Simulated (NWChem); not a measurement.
System: C₂H₅BF₂O; SMILES OCCB(F)F

Here is an NWChem input.

```
start job
memory heap 200 mb stack 900 mb global 1100 mb
geometry units angstroms noautoz
  O      0.140618     2.711491     0.086385
  C     -0.412384     1.433746    -0.072062
  C      0.613867     0.316031     0.042135
  B      0.049001    -1.140434     0.016460
  F     -1.248190    -1.397557     0.024612
  F      0.850730    -2.190967    -0.005744
  H      0.787554     2.847310    -0.613740
  H     -0.962701     1.340236    -1.030290
  H     -1.167174     1.326054     0.722578
  H      1.183044     0.432432     0.983405
  H      1.376630     0.393446    -0.755657
end
basis spherical
  * library def2-tzvp
end
dft
  xc pw6b95
  iterations 150
  semidirect filesize 400000000
  mulliken
end
task dft energy
```

Structure relaxed at the PBE0/def2-SVP level.

**Question.** What results follow from this input? (PW6B95/def2-TZVP.) Quantities: energy (Ha); highest occupied level (eV); orbital gap (eV); dipole (D).

**Answer.** 
```json
{
 "energy (Ha)": "-379.70",
 "highest occupied level (eV)": "-8.28",
 "orbital gap (eV)": "8.43",
 "dipole (D)": "1.59"
}
```
